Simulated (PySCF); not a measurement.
C4H10BN, SMILES N(B(C)C=C)C. Atoms are numbered in the order given.

```xyz
16

C     -1.6910    -1.0725     0.8321
C     -1.1327     0.1472     0.7851
B     -0.0058     0.6211    -0.2070
C     -0.1724     2.0227    -0.9334
N      1.1391    -0.1501    -0.4630
C      1.5614    -1.4113     0.1132
H     -1.3497    -1.8897     0.1864
H     -2.5305    -1.3107     1.4954
H     -1.5727     0.9123     1.4422
H     -0.2559     2.8317    -0.1852
H      0.6563     2.2805    -1.6141
H     -1.1110     2.0540    -1.5142
H      1.7958     0.2172    -1.1454
H      0.9590    -1.6383     1.0023
H      1.4510    -2.2547    -0.5932
H      2.6210    -1.3731     0.4194
```

Geometry optimised at B3LYP-D3(BJ)/def2-SVP. This is a generated structure with no PubChem entry under its InChIKey; it may be hypothetical. One conformer was computed; it need not be the lowest.

Method: PBE/def2-TZVP (PySCF).

Gas-phase values at a fixed geometry.

```json
{
  "total_energy": "-237.82546 hartree",
  "highest_occupied_level": "-5.99 eV",
  "lowest_empty_level": "-1.30 eV",
  "orbital_gap": "4.69 eV",
  "dipole_moment": "1.44 D",
  "quadrupole, principal values (traceless, Buckingham form, about the centre of nuclear charge)": "-3.58, -0.80, 4.38 D·Å",
  "mean_static_polarisability": "74.8 bohr³ (11.08 Å³)",
  "polarisability_principal_values": "56.3, 81.7, 86.3 bohr³"
}
```
